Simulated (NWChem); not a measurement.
System: C2H6ClFSi; SMILES [SiH2]([C@H](F)C)Cl

Here is an NWChem input.

```
start job
memory heap 200 mb stack 900 mb global 1100 mb
geometry units angstroms noautoz
  C      0.617266    -2.413841    -0.244082
  C     -0.182187    -1.130124    -0.409156
  F     -1.410165    -1.250080     0.264160
  Si     0.711240     0.401755     0.309898
  Cl    -0.402726     2.114724    -0.082990
  H      0.871839    -2.598372     0.819680
  H      1.559788    -2.368281    -0.826776
  H      0.028700    -3.280411    -0.608518
  H     -0.405338    -0.952918    -1.487364
  H      0.843378     0.239046     1.795065
  H      2.064033     0.554723    -0.327362
end
basis spherical
  C library def2-svp
  F library def2-svp
  Si library def2-svp
  Cl library def2-svp
  H library def2-svp
end
dft
  xc xpbe96 cpbe96
  iterations 150
end
tddft
  cis
  nroots 8
  notriplet
end
task tddft energy
```

Structure relaxed at the PBE-D3(BJ)/def2-SVP level.

Vertical excitations in the gas phase.

Question: Predict the main results of this run. (PBE/def2-SVP, TDA.) Quantities: lowest excitation, singlet (eV); oscillator strength of that lowest state; lowest state with f > 0.02, singlet (eV); orbital gap (eV).

Answer: 
```json
{
 "lowest excitation, singlet (eV)": "6.34",
 "oscillator_strength_of_that_lowest_state": "0.002",
 "lowest state with f > 0.02, singlet (eV)": "7.35",
 "orbital gap (eV)": "6.19"
}
```
